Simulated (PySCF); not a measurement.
**Computed properties of C3H5BO2, SMILES OB1C=COC1**

C3H5BO2, SMILES OB1C=COC1. Geometry optimised at B3LYP-D3(BJ)/def2-SVP. The structure was generated by enumeration, and PubChem lists no compound with its InChIKey, so it may never have been made. The values are those of a single conformer. All values are computed for the isolated molecule unless a solvent is named; none is compared with measurement here.

**Structure.** The optimised structure has Cs symmetry. All 27 harmonic modes at B3LYP-D3(BJ)/def2-SVP (PySCF) are real, so it is a minimum. With heavy atoms numbered as in [OH:1][B:2]1[CH:3]=[CH:4][O:5][CH2:6]1, the shortest bond between them is C4–O5 at 1.344 Å and the longest B2–C6 at 1.603 Å.

**Vibrations.** The strongest infrared lines (harmonic, unscaled, degenerate partners summed) lie at 1487 cm⁻¹ (389 km/mol, B 58 %, C 19 %, O 13 %, H 10 %), 970 cm⁻¹ (178 km/mol, H 50 %, C 25 %, O 19 %), 1602 cm⁻¹ (161 km/mol, C 83 %, H 14 %). The softest mode is at 171 cm⁻¹ and the zero-point energy is 52.6 kcal/mol.

**Electronic structure.** M06-2X/def2-TZVP (PySCF) places the frontier levels at -8.07 and 0.43 eV, a gap of 8.50 eV, and gives a dipole moment of 1.43 D and a mean polarisability of 52.8 bohr³. PBE/def2-TZVP (PySCF) at the same geometry gives -5.65 and -1.39 eV, so its gap is 4.24 eV narrower. An orbital gap is neither the optical nor the fundamental gap.

**Excitations.** TDA-B3LYP/def2-SVPD (PySCF) has S1 at 5.61 eV (221 nm, f = 0.005, weak); the most intense of the 10 singlets computed lies at 5.74 eV (f = 0.21). T1 (TDA) is at 3.80 eV, 1.81 eV under S1. TDA-PBE/def2-SVPD (PySCF) puts S1 at 5.11 eV. No vertical singlet excitation falls in the visible range (under 3.1 eV).

**NMR.** GIAO shifts at PBE0/pcSseg-1 (PySCF) (non-relativistic, atoms alike by connectivity averaged): ¹³C from 68.2 to 191.3 ppm against TMS; ¹H from 3.9 to 8.1 ppm against TMS; ¹¹B at 38.8 ppm against BF3.
